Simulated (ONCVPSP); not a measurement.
## zirconium (Zr): excitation energies, all-electron against ONCV

ONCVPSP 4.0.1 input, shortened (lines: element, Z, core and valence counts, functional; n l f; lmax; l rc ep ncon nbas qcut; lloc lpopt rc5 dvloc0; l nproj debl; icmod fcfact rcfact), PBE, scalar-relativistic:

```
  Zr 40.00    6    5        4      upf
    1    0    2.00
    2    0    2.00
    2    1    6.00
    3    0    2.00
    3    1    6.00
    3    2   10.00
    4    0    2.00
    4    1    6.00
    4    2    2.00
    5    0    1.00
    5    1    1.00
    2
    0    2.05    0.00    4    7    8.90
    1    2.55    0.00    4    7    4.30
    2    1.85    0.00    5    9    5.20
    4    5    1.60    2.00
    0    2    1.70
    1    3    0.80
    2    1    3.60
    3    5.75    1.75
```

Energies are relative to the spin-unpolarised reference configuration 4s2 4p6 4d2 5s1 5p1; without spin polarisation the order of configurations can differ from experiment.

Give the all-electron excitation energy and the error of the potential for: 4s2 4p6 4d2 5s2 5p0; 4s2 4p6 4d2 5s1 5p0; 4s2 4p6 4d2 5s0 5p0; 4s2 4p6 4d2 5s0 5p1.

```
valence configuration  charge  ΔE all-electron (eV)  error AE − PS (meV)
  4s2 4p6 4d2 5s2 5p0       0                -3.042                 -0.7
  4s2 4p6 4d2 5s1 5p0      +1                 4.096                 -1.0
  4s2 4p6 4d2 5s0 5p0      +2                17.036                 -7.6
  4s2 4p6 4d2 5s0 5p1      +1                 7.812                 -2.9
```
